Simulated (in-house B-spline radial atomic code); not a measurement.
## RPA and G0W0 on BHandHLYP: S⁴⁺

Configuration [Ne] 3s2, mean-field start BHandHLYP. Computed with a B-spline radial code for spherical atoms: all electrons, scalar-relativistic (spin-free one-electron X2C), finite nucleus, each spin shell either full or empty, empty states to l = 9 with an (l + 1/2)⁻⁴ tail; G0W0 by contour deformation at full frequency.

Command:
```bash
python run_gw.py task.json out
```
Settings (radii: box in bohr, nucleus in fm):
```
Z                        16
electrons                12
configuration            [Ne] 3s2
hamiltonian              x2c
method                   bhandhlyp
lmax                     9
rms_radius               3.2611
spin_polarised           False
box_radius               11.96
intervals                69
ion_configuration        [Ne] 3s1
```

Time taken, with all properties: 4 s on 1 thread of Arm Neoverse N1 (shared host).

Energies (hartree):

```
                                     term       value
                         mean-field total  -394.98138
Hartree-Fock functional on these orbitals  -394.45323
                      direct second order    -0.79081
                    second-order exchange      0.2865
                         SOSEX correction     0.26152
```

(1) What is the RPA correlation energy, and what remains with SOSEX?

Quasi-particle levels (eV):

```
level  occupied  mean field  Σx - vxc     Σc  QP weight     G0W0
   3s       yes      -68.93     -2.04      ?          ?        ?
   2p       yes     -229.34    -11.76   3.57      0.945  -237.53
   3p        no      -50.23      4.13  -1.61      0.959   -47.71
```

G0W0 = mean field + (Σx - vxc) + Σc, with Σc (partial-wave tail included) taken at the quasi-particle energy. Levels of low weight are left out.

(2) Where does G0W0 put 3s?

(3) What does it cost to remove one electron (to [Ne] 3s1) by differences of total energies, each species on its own start (correlation terms add to the Hartree-Fock functional)?

## Answers

(1) RPA gives -0.70905 hartree (-1.61 eV per electron); RPA + SOSEX gives -0.44752, and the second-order doubles -0.50431 hartree (no singles). RPA lacks exchange-type terms and so overcorrelates at short range.

(2) At -72.91 eV, with Σc = -1.94 eV and a quasi-particle weight of 0.964. The tabulated removal energy is 72.594 eV (NIST, measured); the calculation leaves out spin-orbit coupling, Breit and QED terms, and what these don't explain is the method's own error.

(3) BHandHLYP 72.36 eV, Hartree-Fock functional 70.80 eV, + RPA 72.76 eV, + RPA + SOSEX 72.24 eV, + second order 72.70 eV. Tabulated: 72.594 eV (NIST, measured); the calculation leaves out spin-orbit coupling, Breit and QED terms, and what these don't explain is the method's own error.
